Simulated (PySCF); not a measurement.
Record of a relaxation.

Compound: (ClSi)4Se6 adamantane, Cl₄Se₆Si₄.
Bonds: Si1–Cl2, Si1–Se3, Si1–Se9, Si1–Se13, Se3–Si4, Si4–Cl5, Si4–Se6, Si4–Se14, Se6–Si7, Si7–Cl8, Si7–Se9, Si7–Se10, Se10–Si11, Si11–Cl12, Si11–Se13, Si11–Se14.

Method: PySCF 2.14.0, PBE0-D3(BJ)/def2-SVP geometry optimisation, gas phase; density fitting, grid level 1; the optimiser is geomeTRIC in internal coordinates, started from a GFN2-xTB structure with every atom displaced at random (about 0.03 Å). The frame can shift and turn from step to step; on so coarse a grid that alone can change the energy by a few meV, and forces under 0.02 eV/Å are noise.

Step 0: E = -473566.4149 eV, largest atomic force 4.530 eV/Å
```
atom  x, y, z in Å  |  force x, y, z in eV/Å
Si1    -1.555   -1.088   -1.154   -0.546   2.954  -0.050
Cl2    -3.080   -1.933   -2.211   -0.162  -0.193  -0.041
Se3    -0.423    0.198   -2.750    0.783   0.107   1.228
Si4     1.378    1.210   -1.397   -3.767  -1.605   1.938
Cl5     2.405    2.254   -2.667    1.495   1.296  -1.521
Se6     0.379    2.741    0.147    0.300  -0.903  -0.274
Si7    -0.885    1.346    1.530    0.457  -1.273  -1.740
Cl8    -1.695    2.564    2.885   -0.389   0.766   0.883
Se9    -2.706    0.382    0.442    1.171  -0.552  -0.509
Se10    0.360   -0.206    2.753    0.091  -0.131  -0.710
Si11    1.231   -1.548    1.050   -1.357   1.448  -0.757
Cl12    2.384   -2.922    1.964    0.274  -0.450   0.129
Se13   -0.468   -2.691   -0.183    1.477  -1.045   1.189
Se14    2.657   -0.351   -0.365    0.174  -0.418   0.234
```

Step 1: E = -473567.3352 eV, largest atomic force 1.693 eV/Å
```
atom  x, y, z in Å  |  force x, y, z in eV/Å
Si1    -1.520   -0.994   -1.106   -0.271   0.798   0.149
Cl2    -3.038   -1.873   -2.159   -0.090  -0.137  -0.057
Se3    -0.405    0.235   -2.658    0.316  -0.016   0.032
Si4     1.265    1.151   -1.351   -1.362  -0.684   0.738
Cl5     2.371    2.216   -2.629    0.679   0.543  -0.609
Se6     0.384    2.662    0.124    0.185   0.020  -0.009
Si7    -0.868    1.297    1.449    0.269  -0.407  -0.387
Cl8    -1.662    2.547    2.837   -0.173   0.301   0.336
Se9    -2.643    0.363    0.393    0.074  -0.214  -0.138
Se10    0.357   -0.199    2.685   -0.026   0.102   0.054
Si11    1.190   -1.497    1.023   -0.478   0.489  -0.440
Cl12    2.352   -2.892    1.929    0.213  -0.307   0.175
Se13   -0.415   -2.672   -0.119    0.305  -0.401   0.206
Se14    2.611   -0.387   -0.375    0.357  -0.088  -0.051
```

Step 2: E = -473567.4249 eV, largest atomic force 0.434 eV/Å
```
atom  x, y, z in Å  |  force x, y, z in eV/Å
Si1    -1.533   -0.962   -1.089   -0.088   0.024   0.000
Cl2    -3.044   -1.875   -2.137   -0.013  -0.032  -0.022
Se3    -0.394    0.225   -2.651   -0.015  -0.101  -0.237
Si4     1.222    1.122   -1.338   -0.228  -0.198   0.311
Cl5     2.385    2.202   -2.611    0.226   0.197  -0.212
Se6     0.408    2.649    0.130    0.055   0.129   0.037
Si7    -0.858    1.294    1.438    0.096  -0.055   0.010
Cl8    -1.649    2.561    2.841   -0.061   0.060   0.051
Se9    -2.639    0.362    0.388   -0.142   0.054   0.096
Se10    0.365   -0.181    2.673    0.004   0.033   0.094
Si11    1.176   -1.475    0.997   -0.048   0.108  -0.162
Cl12    2.335   -2.891    1.912    0.075  -0.111   0.106
Se13   -0.413   -2.671   -0.107   -0.011  -0.103  -0.033
Se14    2.618   -0.405   -0.402    0.149  -0.007  -0.038
```

Step 3: E = -473567.4396 eV, largest atomic force 0.090 eV/Å
```
atom  x, y, z in Å  |  force x, y, z in eV/Å
Si1    -1.554   -0.953   -1.086   -0.053  -0.028   0.025
Cl2    -3.068   -1.878   -2.125    0.012   0.020   0.014
Se3    -0.399    0.202   -2.670    0.038  -0.015  -0.028
Si4     1.214    1.110   -1.338   -0.050  -0.046   0.058
Cl5     2.397    2.198   -2.611    0.025   0.040  -0.052
Se6     0.427    2.652    0.136    0.018   0.016  -0.026
Si7    -0.847    1.302    1.446    0.010   0.011   0.063
Cl8    -1.637    2.575    2.854   -0.003  -0.015  -0.032
Se9    -2.646    0.380    0.406   -0.013   0.008   0.014
Se10    0.380   -0.175    2.671    0.014  -0.005   0.016
Si11    1.177   -1.472    0.981    0.016  -0.027  -0.049
Cl12    2.327   -2.898    1.910   -0.001  -0.012   0.032
Se13   -0.423   -2.672   -0.112   -0.017   0.050  -0.021
Se14    2.632   -0.414   -0.419    0.003   0.004  -0.013
```

Step 4: E = -473567.4414 eV, largest atomic force 0.059 eV/Å
```
atom  x, y, z in Å  |  force x, y, z in eV/Å
Si1    -1.567   -0.944   -1.077   -0.026  -0.021   0.006
Cl2    -3.088   -1.864   -2.109    0.006   0.017   0.014
Se3    -0.404    0.193   -2.672    0.005  -0.010   0.007
Si4     1.211    1.101   -1.343    0.022   0.010  -0.010
Cl5     2.391    2.191   -2.625   -0.018  -0.009   0.000
Se6     0.439    2.651    0.131   -0.002  -0.011  -0.011
Si7    -0.832    1.305    1.452    0.008   0.020   0.055
Cl8    -1.620    2.583    2.859    0.017  -0.020  -0.030
Se9    -2.644    0.394    0.421    0.006   0.001  -0.003
Se10    0.397   -0.176    2.670    0.004   0.004  -0.010
Si11    1.179   -1.477    0.972    0.027  -0.040  -0.009
Cl12    2.320   -2.909    1.908   -0.020   0.016  -0.006
Se13   -0.436   -2.667   -0.111   -0.008   0.044  -0.004
Se14    2.635   -0.425   -0.434   -0.021  -0.002   0.001
```

Step 5: E = -473567.4420 eV, largest atomic force 0.110 eV/Å
```
atom  x, y, z in Å  |  force x, y, z in eV/Å
Si1    -1.591   -0.928   -1.058    0.009   0.006  -0.013
Cl2    -3.129   -1.834   -2.074   -0.006   0.005   0.009
Se3    -0.421    0.180   -2.671   -0.022   0.005   0.037
Si4     1.206    1.085   -1.356    0.062   0.052  -0.074
Cl5     2.378    2.171   -2.655   -0.045  -0.051   0.045
Se6     0.462    2.645    0.121   -0.014  -0.022   0.003
Si7    -0.802    1.313    1.464   -0.002   0.011   0.013
Cl8    -1.575    2.599    2.868    0.029  -0.008  -0.008
Se9    -2.635    0.421    0.451    0.018   0.002  -0.009
Se10    0.431   -0.176    2.666   -0.001   0.009  -0.019
Si11    1.180   -1.487    0.957    0.016  -0.029   0.031
Cl12    2.307   -2.929    1.898   -0.023   0.025  -0.038
Se13   -0.462   -2.656   -0.103    0.003   0.003   0.018
Se14    2.633   -0.449   -0.462   -0.022  -0.007   0.007
```

Step 6: E = -473567.4412 eV, largest atomic force 0.164 eV/Å
```
atom  x, y, z in Å  |  force x, y, z in eV/Å
Si1    -1.631   -0.900   -1.023    0.047   0.035  -0.026
Cl2    -3.200   -1.784   -2.007   -0.022  -0.011   0.001
Se3    -0.461    0.164   -2.666   -0.052   0.021   0.055
Si4     1.197    1.058   -1.383    0.085   0.079  -0.117
Cl5     2.354    2.129   -2.711   -0.058  -0.078   0.073
Se6     0.502    2.636    0.100   -0.021  -0.020   0.018
Si7    -0.748    1.328    1.481   -0.012  -0.008  -0.052
Cl8    -1.483    2.631    2.887    0.032   0.013   0.025
Se9    -2.618    0.469    0.504    0.027   0.005  -0.010
Se10    0.489   -0.175    2.657   -0.002   0.003  -0.018
Si11    1.179   -1.504    0.934   -0.007   0.007   0.066
Cl12    2.288   -2.963    1.868   -0.013   0.017  -0.057
Se13   -0.510   -2.641   -0.085    0.011  -0.050   0.033
Se14    2.622   -0.492   -0.513   -0.014  -0.013   0.010
```

Step 7: E = -473567.4413 eV, largest atomic force 0.141 eV/Å
```
atom  x, y, z in Å  |  force x, y, z in eV/Å
Si1    -1.670   -0.873   -0.983    0.065   0.043  -0.022
Cl2    -3.271   -1.733   -1.933   -0.033  -0.021  -0.006
Se3    -0.512    0.157   -2.655   -0.058   0.031   0.052
Si4     1.185    1.034   -1.413    0.068   0.065  -0.105
Cl5     2.328    2.080   -2.772   -0.046  -0.072   0.062
Se6     0.544    2.627    0.077   -0.017  -0.005   0.024
Si7    -0.690    1.344    1.495   -0.012  -0.025  -0.098
Cl8    -1.376    2.663    2.907    0.021   0.031   0.052
Se9    -2.597    0.518    0.560    0.025   0.012  -0.005
Se10    0.548   -0.175    2.647   -0.001  -0.009  -0.008
Si11    1.175   -1.522    0.912   -0.027   0.048   0.068
Cl12    2.272   -2.999    1.829    0.006  -0.003  -0.049
Se13   -0.558   -2.627   -0.061    0.010  -0.082   0.029
Se14    2.603   -0.537   -0.566   -0.001  -0.012   0.007
```

Step 8: E = -473567.4426 eV, largest atomic force 0.102 eV/Å
```
atom  x, y, z in Å  |  force x, y, z in eV/Å
Si1    -1.669   -0.874   -0.983    0.056   0.021  -0.019
Cl2    -3.270   -1.735   -1.933   -0.024  -0.014  -0.002
Se3    -0.513    0.159   -2.654   -0.054   0.028   0.039
Si4     1.186    1.035   -1.413    0.054   0.043  -0.076
Cl5     2.329    2.078   -2.771   -0.029  -0.051   0.038
Se6     0.544    2.628    0.077   -0.013  -0.001   0.019
Si7    -0.691    1.344    1.494   -0.010  -0.017  -0.080
Cl8    -1.373    2.664    2.908    0.019   0.022   0.040
Se9    -2.597    0.518    0.558    0.016   0.013   0.001
Se10    0.546   -0.175    2.647    0.000  -0.010  -0.005
Si11    1.173   -1.521    0.914   -0.026   0.043   0.053
Cl12    2.273   -2.999    1.825    0.011  -0.008  -0.036
Se13   -0.558   -2.629   -0.061    0.004  -0.060   0.023
Se14    2.602   -0.536   -0.565   -0.003  -0.010   0.005
```

Step 9: E = -473567.4441 eV, largest atomic force 0.057 eV/Å
```
atom  x, y, z in Å  |  force x, y, z in eV/Å
Si1    -1.667   -0.875   -0.983    0.042  -0.005  -0.014
Cl2    -3.269   -1.737   -1.933   -0.012  -0.005   0.004
Se3    -0.515    0.162   -2.652   -0.045   0.025   0.025
Si4     1.186    1.037   -1.413    0.033   0.015  -0.038
Cl5     2.330    2.076   -2.770   -0.009  -0.025   0.009
Se6     0.543    2.629    0.077   -0.006   0.002   0.011
Si7    -0.692    1.345    1.491   -0.007  -0.004  -0.052
Cl8    -1.370    2.665    2.909    0.016   0.010   0.021
Se9    -2.597    0.518    0.556    0.006   0.013   0.006
Se10    0.544   -0.174    2.647    0.002  -0.011  -0.001
Si11    1.171   -1.521    0.916   -0.019   0.031   0.034
Cl12    2.274   -2.999    1.820    0.013  -0.009  -0.021
Se13   -0.557   -2.632   -0.059   -0.004  -0.029   0.014
Se14    2.600   -0.536   -0.563   -0.007  -0.006   0.001
```

Step 10: E = -473567.4455 eV, largest atomic force 0.034 eV/Å
```
atom  x, y, z in Å  |  force x, y, z in eV/Å
Si1    -1.665   -0.878   -0.983    0.022  -0.020  -0.003
Cl2    -3.267   -1.741   -1.933   -0.004   0.001   0.007
Se3    -0.518    0.167   -2.649   -0.028   0.017   0.009
Si4     1.187    1.039   -1.414    0.003  -0.013   0.001
Cl5     2.333    2.072   -2.771    0.008   0.000  -0.017
Se6     0.544    2.631    0.078    0.001   0.002   0.003
Si7    -0.694    1.346    1.488   -0.002   0.005  -0.022
Cl8    -1.366    2.665    2.910    0.010   0.002   0.006
Se9    -2.597    0.518    0.554    0.000   0.010   0.010
Se10    0.539   -0.174    2.648    0.003  -0.008   0.001
Si11    1.168   -1.520    0.919   -0.008   0.016   0.013
Cl12    2.277   -2.999    1.815    0.011  -0.006  -0.007
Se13   -0.557   -2.636   -0.058   -0.010  -0.002   0.005
Se14    2.597   -0.534   -0.560   -0.006  -0.003  -0.005
```

Step 11: E = -473567.4461 eV, largest atomic force 0.031 eV/Å
```
atom  x, y, z in Å  |  force x, y, z in eV/Å
Si1    -1.662   -0.880   -0.984    0.003  -0.013   0.006
Cl2    -3.264   -1.744   -1.935   -0.001   0.002   0.006
Se3    -0.521    0.174   -2.647   -0.011   0.006  -0.002
Si4     1.188    1.042   -1.414   -0.015  -0.022   0.017
Cl5     2.337    2.070   -2.771    0.011   0.010  -0.022
Se6     0.544    2.633    0.079    0.004   0.001  -0.002
Si7    -0.697    1.346    1.485    0.002   0.006  -0.003
Cl8    -1.367    2.664    2.909    0.006   0.001  -0.001
Se9    -2.598    0.516    0.551    0.001   0.005   0.010
Se10    0.532   -0.175    2.650    0.006  -0.003   0.000
Si11    1.167   -1.519    0.922    0.002   0.004   0.000
Cl12    2.281   -2.998    1.813    0.005  -0.002   0.000
Se13   -0.555   -2.639   -0.058   -0.010   0.008   0.001
Se14    2.594   -0.533   -0.556   -0.003  -0.002  -0.010
```

Step 12: E = -473567.4461 eV, largest atomic force under 0.02 eV/Å
```
atom  x, y, z in Å  |  force x, y, z in eV/Å
Si1    -1.660   -0.881   -0.985    0.000  -0.006   0.005
Cl2    -3.261   -1.746   -1.937   -0.003   0.001   0.006
Se3    -0.522    0.177   -2.647   -0.008   0.001  -0.002
Si4     1.188    1.042   -1.414   -0.009  -0.012   0.009
Cl5     2.338    2.071   -2.770    0.004   0.004  -0.013
Se6     0.544    2.633    0.080    0.004   0.000  -0.004
Si7    -0.698    1.345    1.484    0.002   0.004   0.000
Cl8    -1.369    2.664    2.908    0.005   0.001  -0.001
Se9    -2.599    0.515    0.549    0.002   0.004   0.009
Se10    0.530   -0.176    2.650    0.007   0.000  -0.001
Si11    1.167   -1.518    0.923    0.003   0.001   0.000
Cl12    2.283   -2.996    1.814    0.002   0.000  -0.001
Se13   -0.553   -2.639   -0.059   -0.007   0.005   0.002
Se14    2.594   -0.532   -0.555   -0.002  -0.003  -0.010
```

Task: Summarise the path.

Result: The energy falls by 1.0312 eV from step 0 to step 12; nine tenths of that is first reached at step 2. It rises by more than 0.2 meV at step 6. The largest force goes from 4.530 to under 0.02 eV/Å. Among the bonds Se3–Si4 changes most, from 2.470 to 2.279 Å; the atoms move by 0.101 Å rms after alignment.

Task: Follow the three bonds and two angles with the largest change from start to end.

Result: 
```
step  E above end (eV)  largest force (eV/Å)  Se3–Si4 (Å)  Si1–Se9 (Å)  Si4–Se6 (Å)  Si4–Se14–Si11 (°)  Cl5–Si4–Se14 (°)
   0            1.0312                 4.530        2.470        2.456        2.393              106.5             111.8
   1            0.1109                 1.693        2.310        2.313        2.288              103.0             108.0
   2            0.0213                 0.434        2.267        2.271        2.270              100.4             105.3
   3            0.0065                 0.090        2.280        2.280        2.275               99.3             104.3
   4            0.0048                 0.059        2.279        2.279        2.275               99.0             104.2
   5            0.0041                 0.110        2.279        2.278        2.274               98.7             104.3
   6            0.0049                 0.164        2.279        2.276        2.274               98.5             104.4
   7            0.0048                 0.141        2.279        2.275        2.273               98.6             104.5
   8            0.0035                 0.102        2.278        2.275        2.273               98.6             104.5
   9            0.0020                 0.057        2.278        2.275        2.274               98.7             104.5
  10            0.0006                 0.034        2.279        2.276        2.274               98.9             104.5
  11            0.0000                 0.031        2.279        2.277        2.275               99.0             104.5
  12            0.0000            under 0.02        2.279        2.277        2.275               99.0             104.4
```

What follows is the cost of the whole optimisation. The run took 38 min wall, 75 min CPU on Intel Xeon Platinum 8259CL at 2.50 GHz, 2 threads, shared host with 96 logical CPUs at a one-minute load of 55, and the process peaked at 5.3 GiB of memory.
